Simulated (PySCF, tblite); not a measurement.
Isomers of C10H15Cl. Calculated harmonic vibrations of the isolated species, GFN2-xTB (tblite), most abundant isotopes, no scaling. Against measured fundamentals such values can be off by several per cent, at times by over 20. One conformer each.

Electronic energies: PBE0-D3(BJ)/def2-SVP at its own geometries (PySCF, gas phase).

```
                                     SMILES  electronic energy, lowest = 0 (kJ/mol)
     C=C[C@@H]1[C@H]2C[C@]1(Cl)[C@@H]2C(C)C                                   389.2
Cl[C@H]1[C@@H]2C[C@H]3C[C@@H](C2)C[C@@H]1C3                                     8.1
      Cl[C@]12C[C@H]3C[C@H](C[C@H](C3)C1)C2                                     0.0
```

Q: How do GFN2-xTB zero-point energies change the relative energies?

A: 
```csv
SMILES,ZPE (kJ/mol),of it from modes above 1550 cm⁻¹,electronic (kJ/mol),"with ZPE, lowest = 0 (kJ/mol)",lowest mode (cm⁻¹),rings
Cl[C@]12C[C@H]3C[C@H](C[C@H](C3)C1)C2,605.2,266.3,0.0,0.0,199,4
Cl[C@H]1[C@@H]2C[C@H]3C[C@@H](C2)C[C@@H]1C3,606.1,265.6,8.1,8.9,139,4
C=C[C@@H]1[C@H]2C[C@]1(Cl)[C@@H]2C(C)C,582.3,282.2,389.2,366.3,33,3
```

The zero-point energies span 23.8 kJ/mol, from `C=C[C@@H]1[C@H]2C[C@]1(Cl)[C@@H]2C(C)C` to `Cl[C@H]1[C@@H]2C[C@H]3C[C@@H](C2)C[C@@H]1C3`. The order is unchanged.

Q: And how do the electronic energies of GFN2-xTB itself compare?

A: `Cl[C@]12C[C@H]3C[C@H](C[C@H](C3)C1)C2` 0.0; `Cl[C@H]1[C@@H]2C[C@H]3C[C@@H](C2)C[C@@H]1C3` 12.3; `C=C[C@@H]1[C@H]2C[C@]1(Cl)[C@@H]2C(C)C` 409.3 kJ/mol, lowest = 0. Against the energies above, taken from the same isomer `Cl[C@]12C[C@H]3C[C@H](C[C@H](C3)C1)C2`, the largest difference is 20.1 kJ/mol. The two levels were optimised apart and needn't hold the same conformer.

Q: What do entropy and thermal enthalpy add at 298.15 K and 1 bar (rigid rotor, harmonic oscillator, one conformer each)?

A: 
```csv
SMILES,point group,symmetry number,S (J/(mol K)),H − H(0) (kJ/mol),ZPE + H − H(0) − TS (kJ/mol)
Cl[C@]12C[C@H]3C[C@H](C[C@H](C3)C1)C2,C3v,3,361.8,24.38,521.7
Cl[C@H]1[C@@H]2C[C@H]3C[C@@H](C2)C[C@@H]1C3,Cs,1,371.0,24.14,519.6
C=C[C@@H]1[C@H]2C[C@]1(Cl)[C@@H]2C(C)C,C1,1,451.5,33.69,481.4
```
